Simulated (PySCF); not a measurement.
C₉H₁₁BF₂.
Atom-mapped SMILES: `[CH3:1][CH:2]([CH3:3])[c:4]1[cH:5][cH:6][c:7]([B:8]([F:9])[F:10])[cH:11][cH:12]1` (hydrogens: H13, H14, H15 on C1; H16 on C2; H17, H18, H19 on C3; H20 on C5; H21 on C6; H22 on C11; H23 on C12)

Theory: PySCF, PBE0-D3(BJ)/def2-SVP geometry optimisation, gas phase.

**Question.** Give the optimised bond lengths and angles.

**Answer.** 
| bond | length (Å) |
| --- | --- |
| C1–C2, C2–C3 | 1.528 |
| C2–C4 | 1.512 |
| C4–C5, C4–C12 | 1.401 |
| C5–C6, C11–C12 | 1.389 |
| C6–C7, C7–C11 | 1.403 |
| C7–B8 | 1.542 |
| B8–F9, B8–F10 | 1.323 |
| C1–H13 and 5 like bonds | 1.101 |
| C2–H16 | 1.103 |
| C5–H20, C12–H23 | 1.093 |
| C6–H21, C11–H22 | 1.093 |

Bonds in one row agree within 0.01 Å and their mean is given. A selection of angles:
| angle | degrees |
| --- | --- |
| C1–C2–C3 | 111.6 |
| C1–C2–C4 | 111.4 |
| C2–C4–C5 | 120.7 |
| C5–C4–C12 | 118.4 |
| C4–C5–C6 | 120.9 |
| C5–C6–C7 | 120.8 |
| C6–C7–B8 | 120.9 |
| C6–C7–C11 | 118.3 |
| C7–B8–F9 | 121.7 |
| F9–B8–F10 | 116.7 |

Dihedral angles: C1–C2–C4–C5 118° (anticlinal); C6–C7–B8–F9 0° (synperiplanar).

B8 (three-coordinate boron) is planar (angles 121.7°, 121.6° and 116.7°, sum 360.0°, 0.00 Å off the plane of its three neighbours). The 9 C–C bonds span 1.388 Å (C11–C12, aromatic) to 1.528 Å (C2–C3, drawn single), a spread of 0.140 Å. Of the pairs four or more bonds apart, H16···H20 is among the closest relative to their van der Waals radii: 2.28 Å, 95 % of the sum of Bondi's values. The 6-membered ring C4–C5–C6–C7–C11–C12 has internal angles of 118.3° to 120.9° (sum 720°, against 720° for a flat polygon); it is planar, 0.00 Å rms from its mean plane, widest ring torsion 0°.

Whether it is a minimum is left open (no frequencies). One conformer, not necessarily the lowest.
